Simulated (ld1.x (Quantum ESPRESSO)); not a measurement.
# cerium (Ce): one change to an RRKJ potential, before and after

| Property | Result |
| --- | --- |
| Element | Ce (Z = 58) |
| Generator | ld1.x (Quantum ESPRESSO) 7.5 |
| Type | norm-conserving RRKJ (Kleinman–Bylander form) |
| Functional | PBE |
| Relativity | scalar-relativistic |
| Frozen core | [Kr] 4d10 |
| Valence charge | 12 |
| Reference configuration | 4f1 5s2 5p6 5d1 6s0 6p0 (charge +2) |
| Partial waves | 5p (bound): rc 2.45 bohr; 5d (bound): rc 2.50 bohr; 4f (bound): rc 0.85 bohr; 5s (bound): rc 1.90 bohr |
| Local potential | the s channel |
| Core correction | none |

All-electron outer shells of the reference configuration (PBE, scalar-relativistic, ld1.x):

```csv
shell,level (eV),outermost node (bohr),outermost maximum (bohr)
4p,-223.93,0.33,0.62
4d,-123.35,0.31,0.66
5s,-53.37,0.75,1.37
5p,-35.93,0.81,1.55
4f,-18.18,–,0.71
5d,-14.85,0.92,2.07
6s,-13.76,1.79,3.37
6p,-10.08,2.09,4.06
```

Change: wave 5d (bound): rc 2.50 bohr becomes 5d (bound): rc 1.68 bohr.

Cutoffs: the cutoffs (Ry, on a coarse ladder) from which the occupation-weighted sum of valence levels, in a spherical-Bessel basis at the reference potential, stays within 10 and 1 mRy of its value at 400 Ry; they do not see the model core or the augmentation charge, which bear on the density cutoff. Errors are all-electron minus pseudo energies relative to the spin-unpolarised reference configuration.

**Question.** How do hardness, ghosts and transferability respond?

**Answer.** The potential gets neither clearly harder nor softer (260 Ry and 300 Ry → 260 Ry and 300 Ry); the f channel sets the loose cutoff, while the largest relative change is in d, which becomes harder; of the 7 tests that both files solve, the error grows in 1 and shrinks in 0 by more than 15 % and 0.3 meV (median size 434.2 → 435.3 meV); neither file shows a bound ghost.

| quantity | base | changed |
| --- | --- | --- |
| cutoff, loose | 260 Ry | 260 Ry |
| cutoff, tight | 300 Ry | 300 Ry |
| loose cutoff by channel (10 mRy a level) | p 15 Ry, d 10 Ry, f 260 Ry, s 35 Ry | p 15 Ry, d 15 Ry, f 260 Ry, s 35 Ry |
| bound ghosts | none | none |
| error for 4f1 5s2 5p6 5d1 6s2 6p0, meV [ΔE -17.15 eV] | +319 | +319 |
| error for 4f1 5s2 5p6 5d1 6s1 6p0, meV [ΔE -11.08 eV] | +219 | +219 |
| error for 4f1 5s2 5p6 5d0 6s0 6p0, meV [ΔE 19.18 eV] | -0.6 | -2.5 |
| error for 4f0 5s2 5p6 5d2 6s2 6p0, meV [ΔE -12.35 eV] | +732 | +762 |
| error for 4f1 5s2 5p6 5d0 6s2 6p1, meV [ΔE -14.86 eV] | +434 | +435 |
| error for 4f1 5s2 5p6 5d0 6s2 6p0, meV [ΔE -10.75 eV] | +495 | +496 |
| error for 4f1 5s1 5p6 5d1 6s2 6p0, meV [ΔE 28.58 eV] | +651 | +653 |
